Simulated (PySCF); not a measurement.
These are PBE-D3(BJ)/def2-TZVP // B3LYP-D3(BJ)/def2-TZVP run with PySCF values and carry that method's errors. All species are isolated molecules in the gas phase. 

Reference species (SMILES): `[CH3][Al]([CH3])[CH3]` (neutral, multiplicity 1).

The HOMO comes out as -6.25 eV and the HOMO–LUMO gap is 5.10 eV.

Changed species: `[AlH3]` (3 of 3 CH3 replaced by H; the reference has 0 of 3 CH3 replaced by H).

What does the change do to the HOMO and HOMO–LUMO gap?

the HOMO falls by 1.05 eV, to -7.30 eV; the HOMO–LUMO gap falls by 0.32 eV, to 4.78 eV.
